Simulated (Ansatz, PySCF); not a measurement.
The pair A = C2H4 (SMILES C=C) (first 6 atoms), B = CH6Si (SMILES C[SiH3]); geometry from B3LYP-D3(BJ)/def2-TZVP.
(charge 0, multiplicity 1):
| atom | x (Å) | y (Å) | z (Å) |
|---|---|---|---|
| C | 0.4907 | -0.0153 | 0.0182 |
| C | -0.8089 | 0.2180 | 0.1247 |
| H | 1.2180 | 0.5442 | 0.5933 |
| H | 0.8806 | -0.7758 | -0.6477 |
| H | -1.5376 | -0.3411 | -0.4499 |
| H | -1.1958 | 0.9785 | 0.7919 |
| C | -0.7615 | -1.0162 | 3.7708 |
| Si | 0.5321 | 0.3367 | 3.8616 |
| H | -1.7156 | -0.6699 | 4.1723 |
| H | -0.4501 | -1.8898 | 4.3465 |
| H | -0.9168 | -1.3242 | 2.7362 |
| H | 0.1011 | 1.5342 | 3.0992 |
| H | 1.8239 | -0.1275 | 3.3002 |
| H | 0.7612 | 0.7482 | 5.2690 |

Cores are frozen in the correlated methods.

The values were computed with Ansatz (Gaussian basis) for Hartree–Fock, density functionals and correlated methods; PySCF for the dispersion terms. Each number belongs to the level named beside it.

The monomers are drawn apart, rigid, along the line of their centres of mass. Counterpoise-corrected interaction energies (kcal/mol):

| level | R = 5.115 Å | R = 6.453 Å |
|---|---|---|
| PBE/def2-TZVPPD | -0.3102 | -0.0692 |
| PBE-D3(BJ)/def2-TZVPPD | -0.6993 | -0.1682 |
| wB97M-V/def2-TZVPPD | -0.5507 | -0.1511 |
| CCSD(T)/aug-cc-pV(D+d)Z | -0.5256 | -0.1409 |

Q: R is the distance of the centres of mass. Find the local exponent m of E ∝ R⁻ᵐ between the two points.

A: 
m = ln(E₁/E₂)/ln(R₂/R₁): PBE/def2-TZVPPD 6.5; PBE-D3(BJ)/def2-TZVPPD 6.1; wB97M-V/def2-TZVPPD 5.6; CCSD(T)/aug-cc-pV(D+d)Z 5.7. For scale, two fixed dipoles give m = 3, dipole and quadrupole 4, quadrupoles 5, and dispersion or dipole-induced dipole 6 at long range; at these distances several terms mix, and what is left of overlap and damping shifts m, so it need not match one of them.

Ansatz is a program for electronic structure.
